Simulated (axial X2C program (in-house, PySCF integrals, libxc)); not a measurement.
Potential curves of PdS, with spin–orbit coupling

Calculated with an in-house relativistic program for diatomic molecules. Two-component (2c) means X2C with spin–orbit coupling and atomic mean-field two-electron Coulomb and Gaunt terms. Basis: Pd dyall-v3z [12s12p8d3f2g], S dyall-v3z [8s7p2d1f] (cores contracted in-house); Gaussian nuclei, density fitting, unrestricted open shells. Masses: Pd 105.903 u, S 31.972 u.

State: Ω = 1 (⟨Sz⟩ = 0.98, ⟨Lz⟩ = 0.02 at PBE0). Energies in cm⁻¹ from the fragments at the same level (Pd + S). Fits are polynomials in 1 − R0/R over 0.85 to 1.23 times the lowest point R0.

```tsv
R (Å)	PBE0
1.8383	-13881
1.9228	-18664
1.9862	-20650
2.0496	-21628
2.1130	-21854
2.1870	-21431
2.2609	-20495
2.3560	-18828
2.4722	-16447
2.6412	-12967
```

Occupations by symmetry block were frozen at the best pattern of an incomplete PBE0 search. Dissociation energies refer to the lowest single-determinant-based atoms at the same level and basis. Density functionals use the spin component along the axis (collinear). In 2c an atomic determinant is not the ground J level, so De misses part of the atomic spin–orbit lowering. This holds for PBE0. PBE0 can misorder states that lie within some tenths of an eV, so this need not be the ground state of the molecule. The nearest other 2c determinant of the search, Ω = 2, lies 0.31 eV up at the distance of the search. The functionals have no current-density term, which raises determinants with orbital currents, atoms included. With several unpaired electrons one determinant need not be a pure state. Open-shell Ω = 0 determinants with evenly filled partner blocks cannot be reached by this program, so the Ω shown need not be the lowest component. This is the Ω = 1 component of a π² triplet; the 0⁺ component is not one determinant and can lie lowest.

Task: Fit the PBE0 curve near its minimum: give the equilibrium distance, the harmonic wavenumber and the well depth.

Result: At PBE0, 2c: Re = 2.104 Å, ωe ≈ 443 cm⁻¹, De = 2.71 eV to Pd + S; Be follows as 0.155 cm⁻¹.
